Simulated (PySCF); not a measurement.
CH2Cl, SMILES [CH2]Cl, multiplicity 2. Atoms are numbered in the order given.

```xyz
4

C      0.0000     0.0000    -1.1142
Cl     0.0000     0.0000     0.5836
H      0.0000    -0.9519    -1.6176
H      0.0000     0.9519    -1.6176
```
Charge 0, spin multiplicity 2.

Coordinates come from a B3LYP-D3(BJ)/def2-TZVP optimisation. The isomer is the one that the SMILES or the coordinates give; other isomers of the formula were not compared.

Level of theory: PySCF with B3LYP/def2-TZVPD.

* **total energy**: -499.49046 hartree
* **point group**: C2v
* **α spin, highest occupied and lowest empty level**: -6.05 and -0.02 eV
* **β spin, highest occupied and lowest empty level**: -8.69 and -2.27 eV
* **dipole moment**: 1.06 D
* **quadrupole, principal values (traceless, Buckingham form, about the centre of nuclear charge)**: -2.53, 0.45, 2.08 D·Å
* **mean static polarisability**: 29.1 bohr³ (4.31 Å³)
* **polarisability, principal values**: 24.5, 25.6, 37.2 bohr³
* **⟨S²⟩**: 0.755 (pure state 0.75)
